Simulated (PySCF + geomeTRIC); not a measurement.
A geometry relaxed with PBE0-D4/def2-TZVP (PySCF + geomeTRIC), charge 0, multiplicity 1:

```xyz
4

Cl     2.1586    -0.7680     0.1193
Cl    -1.7415    -1.4904    -0.0888
Cl    -0.4149     2.2535    -0.0217
In     0.0004    -0.0016     0.0032
```

Q: Write the SMILES of this molecule.

A: `[Cl][In]([Cl])[Cl]`
